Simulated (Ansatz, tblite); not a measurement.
Cost and result up the ladder for Ge(vinyl)(OEt)3 (C8H18GeO3) (30 atoms). Charge 0, multiplicity 1. Geometry: r2SCAN-D4/def2-SVP.

```csv
atom,x (Å),y (Å),z (Å)
Ge1,0.146,0.829,0.374
C2,0.879,2.511,-0.188
C3,0.401,3.154,-1.262
H4,1.709,2.936,0.389
H5,-0.435,2.747,-1.843
H6,0.820,4.112,-1.593
O7,-0.282,0.828,2.086
C8,0.075,-0.225,2.975
C9,-0.799,-1.452,2.802
H10,1.137,-0.501,2.846
H11,-0.041,0.187,3.993
H12,-0.557,-2.212,3.564
H13,-1.864,-1.189,2.903
H14,-0.636,-1.903,1.811
O15,1.208,-0.594,0.217
C16,1.734,-0.941,-1.058
C17,3.125,-0.368,-1.260
H18,1.766,-2.045,-1.106
H19,1.057,-0.607,-1.871
H20,3.553,-0.702,-2.219
H21,3.100,0.733,-1.262
H22,3.793,-0.695,-0.448
O23,-1.252,0.588,-0.695
C24,-2.024,-0.603,-0.641
C25,-2.982,-0.612,-1.813
H26,-1.367,-1.496,-0.675
H27,-2.585,-0.652,0.313
H28,-3.611,-1.516,-1.798
H29,-3.639,0.271,-1.776
H30,-2.429,-0.586,-2.764
```

Ansatz on 4 threads of Arm Neoverse V2 on a shared host; xTB runs through tblite on one thread. Times are rough, summed over both states, and most runs start from the orbitals of an earlier one. PBE0-D4/def2-SVP serves as the yardstick here, not as an exact answer. The other state is a triplet.

The xTB rows come from tblite.

xTB has no spin-polarisation term.

```
           level  functions  wall time  vertical triplet (eV)  difference from PBE0-D4/def2-SVP (eV)
        GFN2-xTB         71    0.037 s                   4.88                                   0.75
        GFN1-xTB         89    0.048 s                   4.99                                   0.86
 PBE-D4/def2-SVP        276       16 s                   4.25                                   0.12
PBE0-D4/def2-SVP        276       28 s                   4.13                                   0.00
```
